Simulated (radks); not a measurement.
The numbers below are computed, except where a source is named.
Charge is removed step by step from the 6s down level of neutral tantalum, starting from [Xe] 4f14 5d3 6s(up 1, down 1). Code: a radial shooting solver on a logarithmic mesh with Libxc functionals. Model: scalar-relativistic Kohn-Sham, r2SCAN, spin-polarised, spherical densities, finite nucleus; open shells are filled with parallel spins first (spin-orbit coupling, left out, can overturn this in heavy ions); meta-GGA in the generalised Kohn-Sham scheme; Fermi nuclear charge, rms radius 5.3507 fm.

removed (e)  E - E(0) (eV)  eigenvalue (eV)
0                    0.000           -4.774
0.1                  0.502           -5.263
0.2                  1.052           -5.746
0.3                  1.650           -6.223
0.4                  2.296           -6.690
0.5                  2.987           -7.142
0.6                  3.723           -7.573
0.7                  4.500           -7.974
0.8                  5.315           -8.325
0.9                  6.161           -8.575

The mean slope of the eigenvalue, de/dn, is 4.22 eV per electron.
